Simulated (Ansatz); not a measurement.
`[Cl][InH][Cl]` + `SBCl` → `[Cl][InH2]` + `SB(Cl)Cl` at 400 K and 1 bar (redistribution).

Gas-phase electronic energies from Ansatz, PBE0-D4/def2-TZVP geometries. CCSD(T)/CBS is the MP2 limit (def2-TZVPP, def2-QZVPP) plus CCSD(T) − MP2 in def2-TZVPP, frozen cores. This one scheme is used for every species. def2 core potentials past Kr. For In outer-core shells are correlated without core-valence functions, which leaves a few kJ/mol of doubt a bond. One conformer a species, not always the lowest.

```json
{"species": "`[Cl][InH][Cl]`", "CCSD(T)/CBS energy (Eh)": "-1110.06218", "H − E (kJ/mol)": "43.6", "S (J/(mol·K))": "333.4"}
{"species": "`SBCl`", "CCSD(T)/CBS energy (Eh)": "-883.61129", "H − E (kJ/mol)": "81.6", "S (J/(mol·K))": "297.8"}
{"species": "`[Cl][InH2]`", "CCSD(T)/CBS energy (Eh)": "-650.81839", "H − E (kJ/mol)": "52.3", "S (J/(mol·K))": "293.2"}
{"species": "`SB(Cl)Cl`", "CCSD(T)/CBS energy (Eh)": "-1342.83724", "H − E (kJ/mol)": "66.5", "S (J/(mol·K))": "332.8"}
```

H − E and S are ideal-gas, rigid-rotor, harmonic terms from PBE0-D4/def2-TZVP, for one conformer and one mirror image of each species. 1 Eh = 2625.50 kJ/mol, R = 8.31446 J/(mol·K).

By hand: ΔE, ΔH, ΔS and ΔG.

ΔE = (-650.81839) + (-1342.83724) − (-1110.06218) − (-883.61129) = 0.01784 Eh = 46.8 kJ/mol. Δ(H − E) = 52.3 + 66.5 − 43.6 − 81.6 = -6.4, so ΔH = 40.4 kJ/mol. ΔS = 293.2 + 332.8 − 333.4 − 297.8 = -5.2 J/(mol·K). ΔG = 40.4 − 400 × (-5.2)/1000 = 42.5 kJ/mol.

By hand: the equilibrium constant, and the temperature at which ΔG would vanish if ΔH and ΔS stayed fixed.

log₁₀ K = −ΔG/(RT ln 10) = -5.5. ΔH and −TΔS have one sign here, so there is no such temperature. One of them is within its doubt of zero, so this could turn.

The number of gas molecules stays the same, so ΔS is small and ΔH decides. A doubt of 5 kJ/mol in ΔE shifts log₁₀ K by 0.7 here. Other conformers and mirror images would add mixing entropy, several J/(mol·K) or more a flexible species. These are equilibria of isolated gas molecules and say nothing of rates. Largest T1 diagnostic: 0.014 (customary marks: 0.02 for closed shells, 0.045 for open ones).
